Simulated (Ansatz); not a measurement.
## From Si(GeH3)F3 to Si(GeH3)Cl3: predicting a member

On one Si centre that keeps GeH3, n of the F ligands are replaced by Cl. The atomisation energy (no zero-point term) y in kJ/mol at CCSD(T)/def2-TZVPP. Shapes: PBE0-D4/def2-TZVP. Programs: Ansatz 0.2.0.

| molecule | n | y (kJ/mol) |
| --- | --- | --- |
| Si(GeH3)F3 | 0 | 2841 |
| Si(GeH3)ClF2 | 1 | ? |
| Si(GeH3)Cl2F | 2 | 2459 |
| Si(GeH3)Cl3 | 3 | 2275 |

**Question.** Fit y = c + s·n to the known rows and predict Si(GeH3)ClF2.

**Answer.** 
1. Means of the 3 rows: n = 1.66667, y = 2525.0.
2. Σ(Δn)² = 4.6667, Σ(Δn·Δy) = -882, so the slope is -882/4.6667 = -189.
3. Intercept: 2525.0 − (-189) × 1.66667 = 2840.0. The largest residual of the fit is 3.0.
4. Si(GeH3)ClF2: 2840.0 + (-189) × 1 = 2651 kJ/mol.

The run gave 2648 kJ/mol, so the prediction is off by +3 kJ/mol, within the largest residual. The steps are nearly additive. The slope is the difference between a Si–Cl and a Si–F bond. Other levels give for Si(GeH3)ClF2: PBE-D4/def2-TZVPP 2711; r2SCAN0-D4/def2-TZVPP 2665; MP2/def2-TZVPP 2714 kJ/mol. Spin-orbit coupling of the free atoms (F 2, Cl 4 kJ/mol each; the atoms kept shift only the intercept) is left out. Coupled cluster in double- or triple-zeta sets underbinds by a few per cent against its basis-set limit. Relativity is left out for Ge. Outer-core shells of Ge are correlated, in sets that cover them unevenly.
